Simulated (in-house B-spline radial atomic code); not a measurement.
## RPA and G0W0 on LC-wPBE: Cs-

Configuration [Xe] 6s2, mean-field start LC-wPBE. Computed with an all-electron radial atomic-structure program (B-spline basis): all electrons, scalar-relativistic (spin-free one-electron X2C), finite nucleus, each spin shell either full or empty, empty states to l = 9 with an (l + 1/2)⁻⁴ tail; G0W0 by contour deformation at full frequency.

The anion's configuration is assumed.

Command:
```bash
python run_gw.py task.json out
```
Settings (radii: box in bohr, nucleus in fm):
```
Z                        55
electrons                56
configuration            [Xe] 6s2
hamiltonian              x2c
method                   lc_wpbe
lmax                     9
rms_radius               4.8041
spin_polarised           False
box_radius               60
intervals                74
ion_configuration        [Xe] 6s1
```

Run time, properties included: 10 s on 1 thread of AMD EPYC 7R13 Processor, on a shared host.

Energies (hartree):

| term | value |
| --- | --- |
| mean-field total | -7785.72325 |
| Hartree-Fock functional on these orbitals | -7783.10410 |
| direct second order | -4.7592 |
| second-order exchange | 1.2941 |
| SOSEX correction | 1.2115 |

Problem. What is the RPA correlation energy, and what remains with SOSEX?

Solution. RPA gives -4.1996 hartree (-2.04 eV per electron); RPA + SOSEX gives -2.9881, and the second-order doubles -3.4652 hartree (no singles). RPA lacks exchange-type terms and so overcorrelates at short range.

Quasi-particle levels (eV):

```json
{"level": "6s", "occupied": "yes", "mean field": "-0.594", "Σx - vxc": "0.53", "Σc": "?", "QP weight": "?", "G0W0": "?"}
```

G0W0 = mean field + (Σx - vxc) + Σc, with Σc (partial-wave tail included) taken at the quasi-particle energy. Only the outer levels were computed. Levels of low weight are left out.

Problem. Where does G0W0 put 6s?

Solution. At -0.631 eV, with Σc = -0.57 eV and a quasi-particle weight of 0.901. The tabulated removal energy is 0.472 eV (electron affinity of the neutral atom); the calculation leaves out spin-orbit coupling, Breit and QED terms, and what these don't explain is the method's own error.

Problem. What does it cost to remove one electron (to [Xe] 6s1) by differences of total energies, each species on its own start (correlation terms add to the Hartree-Fock functional)?

Solution. LC-wPBE 0.376 eV, Hartree-Fock functional -0.092 eV, + RPA 0.359 eV, + RPA + SOSEX 0.251 eV, + second order 0.382 eV. Tabulated: 0.472 eV (electron affinity of the neutral atom); the calculation leaves out spin-orbit coupling, Breit and QED terms, and what these don't explain is the method's own error.
